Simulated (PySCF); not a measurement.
Deuteron quadrupole couplings in `O=C1C=C(Cl)C(=O)[SiH2]C1`

C₅H₅ClO₂Si.
Geometry (GFN2-xTB, Å), atoms numbered from 1 in this order:
```xyz
14
C5H5ClO2Si angstrom
O     -0.4952   -2.0700    1.5916
C     -0.2091   -1.3421    0.6701
C      1.1879   -0.8953    0.4642
C      1.5841    0.2915   -0.0202
Cl     3.2665    0.6527   -0.1524
C      0.6806    1.3998   -0.4256
O      1.1171    2.4355   -0.8734
Si    -1.2038    1.0789   -0.1950
C     -1.2107   -0.8251   -0.3136
H      1.9345   -1.5980    0.8123
H     -1.6113    1.5496    1.1274
H     -1.9511    1.7022   -1.2824
H     -0.9060   -1.1156   -1.3195
H     -2.1842   -1.2645   -0.1056
```

Level: PBE0/pcSseg-1 (PySCF, non-relativistic); Q(2H) = 0.00286 b; rigid geometry, the same for H and D, with no vibrational averaging.

Q: Give the electric field gradient Vzz (the principal value of largest size), its asymmetry and the 2H coupling at each hydrogen.

A: 
```tsv
atom	bonded to	bond length (Å)	Vzz (au)	η	χzz (kHz)
H10	C3	1.083	0.3149	0.05	212
H11	Si8	1.462	0.1617	0.01	109
H12	Si8	1.459	0.1632	0.01	110
H13	C9	1.090	0.3105	0.04	209
H14	C9	1.088	0.3131	0.02	210
```

Q: Average by the element that carries the hydrogen.

A: on C: 210 kHz over 3 positions, mean bond length 1.087 Å; on Si: 109 kHz over 2 positions, mean bond length 1.460 Å.

Q: A static deuteron (I = 1) shows a doublet split by (3/2)χ, (3/4)χ(1 + η) and (3/4)χ(1 − η) with the field along z, y and x of the gradient. What are these for H12?

A: With |χ| = 109.7 kHz and η = 0.007: 165, 83 and 82 kHz, to first order and without motion.

The structure is a single GFN2-xTB conformer in the gas phase; no vibrational or solvent corrections. GFN2-xTB bond lengths can be off by several hundredths of an ångström, more for odd bonds, and the gradients follow them. The basis is small and wasn't made for field gradients, so the couplings can be 20 % off.
